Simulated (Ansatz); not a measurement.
The cluster Sn4Cl4. Charge 0, multiplicity 1. Geometry PBE0-D4/def2-SVP; atoms count from 1.

```xyz
8

Sn    2.295   -0.134    0.466
Sn   -0.313    0.171    1.644
Sn    0.334   -0.137   -1.640
Sn   -2.264    0.141   -0.459
Cl   -3.620    2.052   -0.919
Cl    3.566   -2.107    0.905
Cl   -0.772    0.370    3.958
Cl    0.775   -0.355   -3.955
```

In the def2 sets Sn takes a core potential; there is no spin–orbit coupling. The restricted singlet is unstable towards broken spin symmetry in Hartree–Fock (as tested in another run); at PBE0-D4/def2-TZVP this wasn't settled. Another isomer (singlet) lies 1.15 eV lower at PBE0-D4/def2-TZVP; other spin states weren't run for this one.

Question: Estimate the Mulliken populations from the PBE0/def2-TZVP orbitals of Ansatz.

Answer: 
```
atom  charge (e)
 Sn1        0.33
 Sn2        0.37
 Sn3        0.37
 Sn4        0.32
 Cl5       -0.36
 Cl6       -0.36
 Cl7       -0.33
 Cl8       -0.33
```
Mulliken values and Mayer orders depend strongly on the basis.

Question: And the Mayer bond orders between bonded heavy atoms (over 0.3)?

Answer: Sn1–Sn2 0.84 (2.88 Å); Sn1–Sn3 0.84 (2.88 Å); Sn1–Cl6 0.91 (2.39 Å); Sn2–Sn3 0.45 (3.36 Å); Sn2–Sn4 0.86 (2.87 Å); Sn2–Cl7 0.95 (2.37 Å); Sn3–Sn4 0.86 (2.87 Å); Sn3–Cl8 0.95 (2.37 Å); Sn4–Cl5 0.91 (2.39 Å).
